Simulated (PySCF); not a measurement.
An unknown is described by computed data only.

Elements present: C, H and O. Monoisotopic mass: 154.1358 u.

| Property | Result |
| --- | --- |
| UV, strongest line | among the 10 lowest singlet transitions: S2 at 7.00 eV (177 nm, f = 0.212) [TDDFT CAM-B3LYP/def2-SVPD] |
| UV, first state | lowest singlet excitation: 6.69 eV (185 nm, f = 0.003) [TDDFT CAM-B3LYP/def2-SVPD] |
| Couplings | largest of the computed one-bond spin–spin couplings (means over like bonds): 13C–1H +165.9, 13C–1H +165.4, 13C–1H +147.2, 13C–1H +142.6, 13C–1H +136.7, 13C–1H +135.9, 13C–1H +134.7, 13C–1H +133.9 Hz [B3LYP/pcJ-1, spin–dipole term left out] |
| Polarisability | 121.4 au [CAM-B3LYP/def2-SVPD] |
| NMR, other nuclei | isotropic shieldings of nuclei other than C and H, by class: 245 (1 O) ppm [GIAO PBE0/pcSseg-1] |
| Rotational structure | rotational constants A, B, C: 1.624, 0.768, 0.707 GHz [PBE0-D3(BJ)/def2-SVP] |
| Dipole | 0.65 D [CAM-B3LYP/def2-SVPD] |
| 1H NMR | chemical shifts (computed TMS as zero) by class: 5.17 (1 H), 5.03 (1 H), 3.61 (1 H), 3.39 (1 H), 2.47 (1 H), 1.99 (1 H), 1.86 (1 H), 1.85 (1 H), 1.66 (1 H), 1.38 (1 H), 1.26 (1 H), 1.23 (1 H), 1.12 (3 H), 0.97 (3 H) ppm [GIAO PBE0/pcSseg-1] |
| 13C NMR | chemical shifts (computed TMS as zero) by class: 159.0 (1 C), 117.8 (1 C), 75.9 (1 C), 65.4 (1 C), 37.0 (1 C), 33.6 (1 C), 31.0 (1 C), 25.2 (1 C), 22.5 (1 C), 19.4 (1 C) ppm [GIAO PBE0/pcSseg-1] |
| Triplet | lowest triplet excitation (Tamm–Dancoff): 4.33 eV [TDA CAM-B3LYP/def2-SVPD] |

Gas-phase values; electronic properties from PySCF, density fitting. Levels stand in brackets. Isolated species at its PBE0-D3(BJ)/def2-SVP geometry (one conformer only). NMR values are class means; diastereotopic atoms form classes of their own.

Question: Which formula fits the mass and the elements?

Answer: C10H18O (calculated 154.1358). No other formula that holds each of these elements comes within 0.0003 u with a fitting electron parity and a possible valence count.

Question: Propose a structure and show how it fits.

Answer: Numbering: `[CH2:1]=[C:2]1[CH2:3][CH2:4][CH2:5][CH2:6][C@H:7]1[O:8][CH:9]([CH3:10])[CH3:11]`. Its formula, C10H18O, gives 2 degrees of unsaturation: 1 ring and 1 π bond in the structure found. 10 carbons fall into 10 classes; from least to most shielded: fully substituted alkene carbon [C2] (159.0 ppm), terminal =CH2 carbon [C1] (117.8 ppm), ring sp3 carbon bound to oxygen [C7] (75.9 ppm), chain sp3 carbon bound to oxygen [C9] (65.4 ppm), ring CH2 carbon [C6] (37.0 ppm), allylic carbon [C3] (33.6 ppm), ring CH2 carbon [C4] (31.0 ppm), methyl carbon [C10] (25.2 ppm), ring CH2 carbon [C5] (22.5 ppm), methyl carbon [C11] (19.4 ppm). Hydrogen classes from least to most shielded: 1 H on a terminal =CH2 carbon, C1 (5.17 ppm), 1 H on a terminal =CH2 carbon, C1 (5.03 ppm), 1 H on an sp3 carbon bound to oxygen, C7 (3.61 ppm), 1 H on an sp3 carbon bound to oxygen, C9 (3.39 ppm), 1 H on an allylic carbon, C3 (2.47 ppm), 1 H on a ring CH2 carbon, C5 (1.99 ppm), 1 H on an allylic carbon, C3 (1.86 ppm), 1 H on a ring CH2 carbon, C6 (1.85 ppm), 1 H on a ring CH2 carbon, C4 (1.66 ppm), 1 H on a ring CH2 carbon, C6 (1.38 ppm), 1 H on a ring CH2 carbon, C5 (1.26 ppm), 1 H on a ring CH2 carbon, C4 (1.23 ppm); 2 more classes are left out. The other shieldings belong to: 245 ppm, ether oxygen [O8]. The couplings run between: +165.9 Hz, terminal =CH2 carbon [C1] and its hydrogen; +165.4 Hz, terminal =CH2 carbon [C1] and its hydrogen; +147.2 Hz, sp3 carbon bound to oxygen [C7] and its hydrogen; +142.6 Hz, sp3 carbon bound to oxygen [C9] and its hydrogen; +136.7 Hz, ring CH2 carbon [C6] and its hydrogen; +135.9 Hz, allylic carbon [C3] and its hydrogen; +134.7 Hz, ring CH2 carbon [C4] and its hydrogen; +133.9 Hz, ring CH2 carbon [C5] and its hydrogen. The optimised geometry has point group C1 and is an asymmetric top. Structure: `C=C1CCCC[C@H]1OC(C)C`. Computed isomers that give other values at the same levels: `CC1(C)[C@H]2CC[C@](C)(C2)[C@H]1O` (lowest singlet excitation: 6.95 eV (178 nm, f = 0.002)). The assignments are read from this structure; whether some other isomer fits the data as well wasn't checked. The mirror image fits equally.
